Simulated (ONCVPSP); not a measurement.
# Building the ONCV potential for Ge (Z = 32) (LDA (Perdew-Wang 92), scalar-relativistic).

- Element: germanium
- Generator: ONCVPSP 4.0.1
- Type: optimised norm-conserving Vanderbilt (ONCV)
- Functional: LDA (Perdew-Wang 92)
- Relativity: scalar-relativistic
- Frozen core: [Ar] 3d10
- Valence charge: 4
- Reference configuration: 4s2 4p2
- Partial waves: 4s: rc 1.90 bohr, ncon 5, nbas 9, qcut 3.2 1/bohr, 2 projectors, debl 2.8 Ha; 4p: rc 2.40 bohr, ncon 4, nbas 8, qcut 3.5 1/bohr, 2 projectors, debl 0.6 Ha
- Local potential: polynomial inside 1.70 bohr (lpopt 5, dvloc0 0 Ha)
- Core correction: Teter function, fcfact 4, rcfact 1

All-electron outer shells of the reference configuration (LDA (PZ), scalar-relativistic, ld1.x):

```json
{"shell": "3p", "level (eV)": "-115.38", "outermost node (bohr)": "0.23", "outermost maximum (bohr)": "0.54"}
{"shell": "3d", "level (eV)": "-29.55", "outermost node (bohr)": "–", "outermost maximum (bohr)": "0.50"}
{"shell": "4s", "level (eV)": "-11.95", "outermost node (bohr)": "0.77", "outermost maximum (bohr)": "1.73"}
{"shell": "4p", "level (eV)": "-4.05", "outermost node (bohr)": "0.82", "outermost maximum (bohr)": "2.19"}
```

Calculated quality:

```json
{"Cutoffs needed": "31 Ha and 58 Ha (the cutoffs (Ha) at which the residual kinetic energy of the hardest occupied pseudo-wave falls to 1 and 0.1 mHa per electron)", "Ghost test": "no bound ghost flagged; GHOST(+) flagged for s at 146.0 eV", "Largest excitation error": "+88 meV (all-electron minus pseudo) for 4s1 4p0, out of 4 test configurations", "rms error of d²Exc/dni dnj": "7.97 mHa without and 5.64 mHa with the model core"}
```

Generation and tests took about 3.3 s on one core of a shared server CPU.
